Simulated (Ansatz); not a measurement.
```yaml
crystal:
  periodic: [false, false, false]
  atoms:
    - {symbol: B, position_ang: [-0.227454, 1.399599, -0.662122]}
    - {symbol: C, position_ang: [0.448714, 0.011760, -0.520568]}
    - {symbol: In, position_ang: [0.396332, -1.167926, 1.302077]}
    - {symbol: I, position_ang: [-1.525720, -0.653949, -1.292253]}
    - {symbol: H, position_ang: [-0.054181, 2.054395, -1.651055]}
    - {symbol: H, position_ang: [-0.864003, 1.843087, 0.249992]}
    - {symbol: H, position_ang: [1.129506, -0.304369, -1.310078]}
    - {symbol: H, position_ang: [1.178041, -2.698888, 1.276666]}
    - {symbol: H, position_ang: [-0.481236, -0.483700, 2.607351]}
basis:
  gaussian: {orbitals: x2c-TZVPPall}
magnetization: {spin_polarized: true, initial_magnetization: 0}
hamiltonian: {xc: {name: wPBEh}}
```

```sh
$ ansatz run in.yaml --threads 4 --pin off --events-out ev --progress --plain --max-ram 10444MiB
```

Output, abridged:

```
Functional definition: wPBEh
1934 factors; their error is unknown
117 factors; integrals over basis functions are off by at most 4.7e-7 eV
mean field evaluation 1: about -355418.9162 eV, gradient 4.9e1 eV
mean field evaluation 2: about -355347.7366 eV, gradient 1.0e2 eV
mean field evaluation 4: about -355431.2627 eV, gradient 8.6e0 eV
mean field evaluation 8: about -355431.5901 eV, gradient 4.9e-1 eV
mean field evaluation 16: about -355432.2108 eV, gradient 4.7e-3 eV
mean field -355432.21079356 eV, -13061.8928260577 hartree, gradient 2.5e-5 eV, S^2 0.000000; 0 other end points of the search recorded, 0 dependent functions left out
reference -355432.21084223 eV, -13061.8928278463 hartree; 59, 59 occupied and 193, 193 virtual orbitals, 1934 factors
Total energy: -355432.21084223 eV, -13061.8928278463 hartree
Relativity: scalar
```

Run time 12 s (4 threads of an AMD EPYC 7B13 on a shared host); peak host memory 1.6 GiB.
